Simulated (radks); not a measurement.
Neutral barium inside a hard spherical wall (all orbitals vanish at R), configuration held at [Xe] 6s2 and not refilled when levels cross. Method: scalar-relativistic Kohn-Sham, LDA (Slater exchange, VWN5 correlation), spin-polarised, spherical densities, point nucleus; computed with a radial shooting solver on a logarithmic mesh with Libxc functionals. Eigenvalues in eV for spin up, with the zero of energy where the potential of the charges vanishes at infinity; a dash marks a level that is unbound or too diffuse for the functional's potential to be trusted. A positive occupied level is held by the wall or, in an anion where self-interaction has pushed it up, behind a barrier. The pressure on the wall is -dE/dV.

| R (bohr) | E (hartree) | kinetic (hartree) | e(4d) | e(5s) | e(5p) | e(6s) | e(5d, empty) | e(6p, empty) | pressure (GPa) |
|---|---|---|---|---|---|---|---|---|---|
| free | -8129.3336 | 8580.008 | -89.661 | -33.810 | -18.809 | -3.346 | -2.134 | -1.278 | 0 |
| 20 | -8129.3336 | 8580.008 | -89.661 | -33.810 | -18.809 | -3.346 | -2.134 | -1.277 | < 0.0001 |
| 15 | -8129.3335 | 8580.009 | -89.654 | -33.803 | -18.802 | -3.341 | -2.128 | -1.256 | 0.000555 |
| 10 | -8129.3278 | 8580.053 | -89.349 | -33.508 | -18.515 | -3.098 | -1.876 | -0.747 | 0.118 |
| 7 | -8129.2575 | 8580.395 | -87.826 | -32.077 | -17.146 | -1.392 | -0.524 | 2.048 | 3.12 |
| 6 | -8129.1510 | 8580.824 | -86.534 | -30.916 | -16.053 | 0.633 | 0.764 | 5.089 | 10.7 |
| 5 | -8128.8646 | 8581.924 | -84.088 | -28.855 | -14.111 | 5.352 | 3.365 | 11.705 | 44.0 |
| 4 | -8127.9319 | 8585.466 | -78.296 | -24.356 | -9.627 | 18.298 | 9.768 | 28.287 | 247 |
| 3 | -8123.9246 | 8599.482 | -62.555 | -11.623 | 4.650 | 61.614 | 29.964 | 78.586 | 2130 |
| 2.5 | -8117.2289 | 8620.734 | -46.159 | 5.281 | 24.637 | 119.83 | 57.097 | 142.63 | 7800 |
| 2 | -8098.5240 | 8676.764 | -15.930 | 48.591 | 75.339 | 253.04 | 120.99 | 284.39 | 36800 |
